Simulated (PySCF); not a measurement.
**Tl+ (thallium, charge +1): BP86 calculation**

Configuration: [Xe] 4f14 5d10 6s2, closed-shell 1S. All numbers are calculated (PySCF 2.14, scalar relativity through the core potential, in def2-SVP with the def2 core potential (60 electrons) (4s4p2d, 26 functions)).

* Total energy: -172.4412 hartree
* One-electron energy: -295.9032 hartree
* Hartree (Coulomb) energy: 138.3409 hartree
* Exchange-correlation energy: -14.8790 hartree
* ⟨S²⟩: 0.0000
* ⟨L²⟩: 0.000
* Sum of ⟨r⟩: 26.85 bohr
* Sum of ⟨r²⟩: 44.49 bohr²
* Time after the integrals: 0.24 s of wall time on 1 thread of AMD EPYC 7R13 Processor (shared host)

```csv
shell,electrons,mean orbital energy (hartree),"rms radius, mean of both spins (bohr)"
5s,2,-5.10760,0.945
5p,6,-3.11725,1.08
5d,10,-0.84241,1.51
6s,2,-0.60443,2.54
```

Energies and moments cover only the electrons outside the core potential. Spin-orbit coupling, which splits the p, d and f shells strongly at this Z, is absent.
